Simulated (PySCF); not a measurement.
## Static response to an electric field

Compound: C3H8O2Si2.
Cartesian coordinates in Å at the GFN2-xTB level; atoms count from 1:
```xyz
15
C3H8O2Si2 angstrom
Si    -2.125    0.200   -0.374
C     -1.079   -1.280    0.212
Si     0.764   -0.928    0.386
O      1.442   -0.282   -0.986
C      1.951    0.951   -0.688
C      1.762    1.322    0.569
O      1.094    0.401    1.326
H     -2.049    1.296    0.595
H     -1.666    0.663   -1.686
H     -3.518   -0.249   -0.483
H     -1.450   -1.632    1.172
H     -1.202   -2.111   -0.480
H      1.580   -2.053    0.841
H      2.437    1.479   -1.485
H      2.053    2.230    1.060
```

Level: B3LYP/def2-SVPD (PySCF), static field, nuclei fixed, core orbitals frozen in the response. The polarisability tensor in these axes (au):

```
x   95.91  2.98  1.33
y    2.98 88.17 -1.76
z    1.33 -1.76 81.20
```

Problem. Diagonalise the tensor; give its mean and Δα, where Δα² is half the sum of the squared differences of the eigenvalues.

Solution. Principal values 80.51, 87.81 and 96.96 au; mean 88.43 au = 13.10 Å³ = 14.58 × 10⁻⁴⁰ C²·m²/J; Δα = 14.27 au (16 % of the mean).

Problem. What is the dipole moment, and where does it point?

Solution. (-0.52, -0.50, 0.06) D, 0.72 D in size, pointing from the negative to the positive side. Measured along this direction, the outermost atoms are H15 and H14 at the negative end and H10 at the positive end.

Problem. Orientational against electronic polarisability at 298 K (dilute gas, rigid molecules)?

Solution. In Gaussian units μ²/3kT = 4.25 Å³ against 13.10 Å³, a ratio of 0.32; the Debye molar polarisation (4π/3)N_A(α + μ²/3kT) is 43.8 cm³/mol, leaving out the vibrational part.

Problem. Directions of the eigenvectors, and the extent of the frame along each?

Solution. Largest value along (0.95, 0.31, 0.05), where the nuclei span 6.14 Å; middle along (-0.29, 0.91, -0.30), 4.16 Å; least along (-0.14, 0.27, 0.95), 2.68 Å. The response follows the extents in order.

Problem. Find the Langevin capture rate constant for O2+ (31.990 u) meeting this molecule (132.006 u), k = 2.342 × 10⁻⁹ cm³/s × √(α in Å³ / reduced mass in u).

Solution. The reduced mass is 25.75 u, so k = 1.67 × 10⁻⁹ cm³/s. The formula leaves out the permanent dipole, which adds to the capture rate.

The structure is a single GFN2-xTB conformer in the gas phase; no vibrational or solvent corrections.
